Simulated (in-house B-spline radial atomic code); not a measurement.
## Removing one electron from the germanium ion Ge¹⁴⁺

Closed shell [Ne] 3s2 3p6. Computed with a B-spline radial code for spherical atoms: Koopmans values of Dirac-Hartree-Fock plus a diagonal self-energy, in second order or with its direct term screened (direct RPA, with the hole-particle interaction, or full time-dependent Hartree-Fock), linearised in energy; no-pair Dirac-Coulomb Hamiltonian, finite nucleus. Shifts add to the Koopmans value (the ΔSCF shift is orbital relaxation alone); the final value takes TDHF screening with Breit and QED.

Command:
```bash
python run_mb.py task.json out
```
Settings (nuclear radius in fm, box in bohr, cutoff in hartree):
```
basis_form          2
Z                   32
core_configuration  [Ne] 3s2 3p6
rms_radius          4.0742
mass_number         74
speed_of_light      137.036
box_radius          5.873
lmax                7
intervals           60
virtual_cutoff      4096.0
```

Cost of the run: 11 s on 1 thread of AMD EPYC 7571 (shared host).

Energies in eV:

```csv
subshell,Koopmans,ΔSCF shift,second order,direct RPA,hole-particle,TDHF,Breit + QED,final
3p3/2,527.98,-1.024,?,?,?,?,?,?
3p1/2,534.15,-1.061,0.567,0.588,0.364,0.415,-0.319,534.24
```

Question: What does the self-energy do to 3p3/2?

Answer: It shifts the removal energy by 0.642 eV in second order, 0.617 with direct RPA, 0.436 with the hole-particle term and 0.493 with TDHF screening (quasi-particle weight 0.983); Breit and QED add -0.202 eV. The final value is 528.28 eV, against 527.9 ± 1.6 eV (NIST, semi-empirical).
